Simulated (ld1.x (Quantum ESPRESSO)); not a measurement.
## Configuration tests for boron (B) (PAW)

```json
{
 "Element": "B",
 "Generator": "ld1.x (Quantum ESPRESSO) 7.5",
 "Type": "PAW",
 "Functional": "PBEsol",
 "Relativity": "non-relativistic",
 "Frozen core": "[He]",
 "Valence charge": "3",
 "Reference configuration": "2s2 2p1",
 "Partial waves": "2s (bound): rcut 1.15, rcutus 1.45 bohr; 2s channel at 3 Ry: rcut 1.15, rcutus 1.45 bohr; 2p (bound): rcut 1.96, rcutus 2.08 bohr; 2p channel at 0.05 Ry: rcut 1.96, rcutus 2.08 bohr",
 "Local potential": "all-electron potential smoothed inside 1.40 bohr (lloc = -2)",
 "Core correction": "Bessel-smoothed model core inside 1.25 bohr",
 "Augmentation charge": "BESSEL, radius 1.20 bohr"
}
```

Energies are relative to the spin-unpolarised reference configuration 2s2 2p1; without spin polarisation the order of configurations can differ from experiment.

Problem. Give the all-electron excitation energy and the error of the potential for: 2s2 2p0; 2s1 2p0; 2s2 2p0.5; 2s1 2p2; 2s2 2p1.3; 2s0 2p3; 2s1 2p1.

Solution.

| valence configuration | charge | ΔE all-electron (eV) | error AE − PS (meV) |
| --- | --- | --- | --- |
| 2s2 2p0 | +1 | 8.142 | -0.1 |
| 2s1 2p0 | +2 | 33.396 | -5.8 |
| 2s2 2p0.5 | +0.5 | 2.856 | 0.0 |
| 2s1 2p2 | 0 | 5.813 | -0.5 |
| 2s2 2p1.3 | -0.3 | -0.725 | 0.0 |
| 2s0 2p3 | 0 | 11.644 | -2.6 |
| 2s1 2p1 | +1 | 14.259 | -2.1 |

Levels in the configuration 2s2 2p0:

```json
{"level": "2s", "all-electron (eV)": "-19.372", "pseudo (eV)": "-19.374"}
```
